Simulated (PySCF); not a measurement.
InH2Br, SMILES [Br][InH2].

Geometry: PBE0-D3(BJ)/def2-TZVP. The def2 effective core potentials stand for the cores of In; spin–orbit coupling is left out.

Method: PBE0/def2-TZVPD (PySCF).

Symmetry labels are those of the subgroup C2v that the program uses (full group C2v).

Computed valence orbital energies around the gap with their symmetry:
```json
[
 {"orbital": "HOMO−7", "symmetry": "A2", "energy (eV)": "-21.98"},
 {"orbital": "HOMO−6", "symmetry": "B2", "energy (eV)": "-21.94"},
 {"orbital": "HOMO−5", "symmetry": "A1", "energy (eV)": "-20.41"},
 {"orbital": "HOMO−4", "symmetry": "A1", "energy (eV)": "-12.39"},
 {"orbital": "HOMO−3", "symmetry": "B2", "energy (eV)": "-9.32"},
 {"orbital": "HOMO−2", "symmetry": "A1", "energy (eV)": "-8.91"},
 {"orbital": "HOMO−1", "symmetry": "B1", "energy (eV)": "-8.25"},
 {"orbital": "HOMO", "symmetry": "B2", "energy (eV)": "-7.85"},
 {"orbital": "LUMO", "symmetry": "B1", "energy (eV)": "-2.05"},
 {"orbital": "LUMO+1", "symmetry": "A1", "energy (eV)": "-0.88"},
 {"orbital": "LUMO+2", "symmetry": "A1", "energy (eV)": "0.01"},
 {"orbital": "LUMO+3", "symmetry": "A1", "energy (eV)": "0.21"}
]
```
